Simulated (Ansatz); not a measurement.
A search over several starts for the lowest SCF solution of Zr₂S₄⁻ at the given spin, in a small basis.

```yaml
crystal:
  periodic: [false, false, false]
  atoms:
    - {symbol: Zr, position_ang: [-1.350336, -1.730311, -0.953777]}
    - {symbol: Zr, position_ang: [0.125932, 0.225871, 0.371963]}
    - {symbol: S, position_ang: [2.409453, 1.146682, 0.129622]}
    - {symbol: S, position_ang: [0.812994, 2.532020, -0.187327]}
    - {symbol: S, position_ang: [0.404952, -2.301512, 0.542908]}
    - {symbol: S, position_ang: [-2.402994, 0.127250, 0.096610]}
basis:
  gaussian: {orbitals: def2-SVP, initial_orbitals: start.molden}
total_charge: -1
magnetization: {spin_polarized: true, initial_magnetization: 1}
hamiltonian: {xc: pbe, dispersion: d4}
output: {orbitals: {seedname: orbitals}}
```

The file start.molden holds the orbitals of an earlier run on this structure, at another level or in another basis.

```sh
$ ansatz run in.yaml --threads 4 --pin off --events-out ev --progress --plain --max-ram 4787MiB
```

Shortened log:

```
Functional definition: PBE
1376 factors; their error is unknown
mean field evaluation 1: about -45878.1880 eV, gradient 7.9e0 eV
mean field evaluation 2: about -45878.5021 eV, gradient 4.2e-1 eV
mean field evaluation 4: about -45878.4491 eV, gradient 1.8e-1 eV
mean field evaluation 8: about -45878.4525 eV, gradient 8.6e-5 eV
mean field evaluation 16: about -45878.4525 eV, gradient 9.9e-6 eV
mean field evaluation 32: about -45878.4521 eV, gradient 3.8e-2 eV
mean field evaluation 64: about -45877.6550 eV, gradient 3.6e0 eV
mean field evaluation 96: about -45878.1343 eV, gradient 3.1e0 eV
mean field evaluation 128: about -45877.8287 eV, gradient 3.5e0 eV
mean field -45878.45245484 eV, -1686.0020301834 hartree, gradient 9.9e-6 eV, S^2 0.800668; 11 other end points of the search recorded, 0 dependent functions left out
reference -45878.45251352 eV, -1686.0020323397 hartree; 45, 44 occupied and 89, 90 virtual orbitals, 1376 factors
Total energy: -45878.85617440 eV, -1686.0168666036 hartree
```

Hardware: 4 threads of Arm Neoverse V1 on a shared host. Wall time 26 s.

In the def2 sets Zr takes a core potential; there is no spin–orbit coupling. No other spin state of charge -1 was run. The geometry of the doublet was relaxed on an unsound state (⟨S²⟩ 1.11, where a pure state has 0.75). Another isomer (doublet) lies 2.98 eV lower at PBE0-D4/def2-TZVPD; other spin states weren't run for this one.
